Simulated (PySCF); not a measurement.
**Stretching RbSb⁺**

Set-up: basis Rb def2-SVPD with ECP28, Sb def2-SVPD with ECP28; scalar-relativistic core potentials; PySCF 2.14. Energies in eV from Rb⁺ + Sb in their ground configurations at the same level. State: ⁴Σ⁻ (quartet), unpaired electrons σ ↑, π ↑↑.

All columns are B2PLYP. A positive dipole points towards Sb; it is taken about the centre of mass and depends on that origin.

| R (Å) | E (eV) | μ (D) | Mulliken charge on Rb (basis-dependent) | HOMO (eV) | LUMO (eV) | Mayer bond order | ⟨S²⟩ |
| --- | --- | --- | --- | --- | --- | --- | --- |
| 3.478 | -0.048 | -7.70 | 0.96 | -11.28 | -5.93 | 0.09 | 3.75 |
| 3.640 | -0.110 | -8.18 | 0.96 | -11.14 | -5.85 | 0.08 | 3.75 |
| 3.801 | -0.142 | -8.68 | 0.96 | -11.01 | -5.76 | 0.08 | 3.75 |
| 3.923 | -0.152 | -9.07 | 0.96 | -10.91 | -5.69 | 0.08 | 3.75 |
| 4.044 | -0.156 | -9.46 | 0.96 | -10.82 | -5.61 | 0.08 | 3.75 |
| 4.165 | -0.154 | -9.86 | 0.96 | -10.73 | -5.53 | 0.08 | 3.75 |
| 4.327 | -0.147 | -10.40 | 0.96 | -10.61 | -5.43 | 0.08 | 3.75 |
| 4.529 | -0.134 | -11.08 | 0.96 | -10.47 | -5.31 | 0.07 | 3.75 |
| 4.772 | -0.117 | -11.90 | 0.96 | -10.32 | -5.18 | 0.07 | 3.75 |
| 5.095 | -0.094 | -12.99 | 0.97 | -10.12 | -5.05 | 0.06 | 3.75 |

A fit through these points gives, at Re = 4.060 Å, μ = -9.51 D and dμ/dR = -3.27 D/Å; the reduced mass is 49.88 u.

Q: How strong is the fundamental in the double-harmonic approximation, I = 42.26·(dμ/dR)²/μred km/mol?

A: I = 42.26·(-3.27)²/49.88 = 9.06 km/mol at B2PLYP.

Correlated steps freeze 4 core orbitals. The bond is weak. Basis-set superposition, not corrected here, can be much of De in a small basis, most of all at correlated wavefunction levels. These are scalar-relativistic numbers at best; spin–orbit coupling would shift them, the dissociation energy most. For an ion De counts to the pair picked by the measured ionisation energies or electron affinities, which need not be the lowest pair at this level. B2PLYP dipoles, levels and charges come from its SCF part alone. The state is the lowest determinant that a PBE0 search found; another state may lie lower at other levels.
